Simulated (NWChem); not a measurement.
**Ionisation of H₃GeO₃**

```xyz
7

O     -0.9452    -1.0261    -0.9528
Ge    -0.1138    -0.0420     0.2764
O     -0.2445     1.6510    -0.2594
O      1.6124    -0.4692     0.1845
H     -1.8441    -0.7179    -1.1205
H      0.3458     2.2360     0.2310
H      1.7586    -1.4196     0.2660
```
Charge 0, spin multiplicity 2.

The numbers come from NWChem runs, not from measurements. All single points use one geometry, from UPBE0/def2-SVP, a minimum by its harmonic frequencies. It is one conformer; others weren't searched.

Basis set: def2-TZVP. The species with one electron less has spin multiplicity 1 and keeps the geometry of the parent. Δ marks differences of total energies (open shells unrestricted). −ε marks an orbital energy of the parent. That orbital need not have the symmetry of the hole or added electron in the Δ rows. That singlet is a closed-shell solution.

The Hamiltonian is non-relativistic. B3LYP has NWChem's definition, with VWN1-RPA local correlation. The structure started from a generated list of species. The stability of the SCF solutions was not checked.

Task: Order these methods by the first vertical ionisation energy they give, lowest first: −ε(alpha HOMO) of PBE0, −ε(alpha HOMO) of B3LYP, −ε(alpha HOMO) of PBE, ΔPBE0.

Result: −ε(alpha HOMO) of PBE (5.17 eV), −ε(alpha HOMO) of B3LYP (6.25 eV), −ε(alpha HOMO) of PBE0 (6.51 eV), ΔPBE0 (8.83 eV)
